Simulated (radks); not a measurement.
Valence configurations of Hf III (all share [Xe]). Calculated with a radial shooting solver on a logarithmic mesh with Libxc functionals: Dirac Kohn-Sham, PBEsol, spin-unpolarised, spherical densities, finite nucleus; open shells fill j = l - 1/2 first; Fermi nuclear charge, rms radius 5.347 fm. Energies are relative to 4f14 5d2; eigenvalues in eV.

[
 {"valence": "4f14 5d1 6s1", "E (eV)": "-0.073", "e(4f5/2)": "-35.526", "e(4f7/2)": "-33.779", "e(5d3/2)": "-18.876", "e(6p1/2)": "-", "e(6s1/2)": "-18.604"},
 {"valence": "4f14 5d2", "E (eV)": "0.000", "e(4f5/2)": "-32.587", "e(4f7/2)": "-30.842", "e(5d3/2)": "-16.892", "e(6p1/2)": "-", "e(6s1/2)": "-"},
 {"valence": "4f14 6s2", "E (eV)": "0.581", "e(4f5/2)": "-38.673", "e(4f7/2)": "-36.923", "e(5d3/2)": "-", "e(6p1/2)": "-", "e(6s1/2)": "-19.896"},
 {"valence": "4f14 5d1.5 6p0.5", "E (eV)": "2.380", "e(4f5/2)": "-34.614", "e(4f7/2)": "-32.867", "e(5d3/2)": "-18.329", "e(6p1/2)": "-13.277", "e(6s1/2)": "-"},
 {"valence": "4f14 5d1 6p1", "E (eV)": "5.058", "e(4f5/2)": "-36.692", "e(4f7/2)": "-34.944", "e(5d3/2)": "-19.778", "e(6p1/2)": "-14.110", "e(6s1/2)": "-"},
 {"valence": "4f13 5d3", "E (eV)": "17.049", "e(4f5/2)": "-40.610", "e(4f7/2)": "-38.783", "e(5d3/2)": "-18.524", "e(6p1/2)": "-", "e(6s1/2)": "-"},
 {"valence": "4f13 5d2 6s1", "E (eV)": "17.964", "e(4f5/2)": "-43.736", "e(4f7/2)": "-41.907", "e(5d3/2)": "-20.629", "e(6p1/2)": "-", "e(6s1/2)": "-19.312"},
 {"valence": "4f13 5d1 6s2", "E (eV)": "19.719", "e(4f5/2)": "-47.057", "e(4f7/2)": "-45.225", "e(5d3/2)": "-22.817", "e(6p1/2)": "-", "e(6s1/2)": "-20.605"},
 {"valence": "4f13 5d2 6p1", "E (eV)": "23.340", "e(4f5/2)": "-44.875", "e(4f7/2)": "-43.045", "e(5d3/2)": "-21.537", "e(6p1/2)": "-14.560", "e(6s1/2)": "-"},
 {"valence": "4f12 5d4", "E (eV)": "40.727", "e(4f5/2)": "-49.199", "e(4f7/2)": "-47.289", "e(5d3/2)": "-20.093", "e(6p1/2)": "-", "e(6s1/2)": "-"}
]

NIST lists [Xe] 4f14 5d2 as the ground configuration; this level of theory puts 4f14 5d1 6s1 lower, by 0.073 eV. The energies are those of spherical spin-averaged densities, not of single terms.
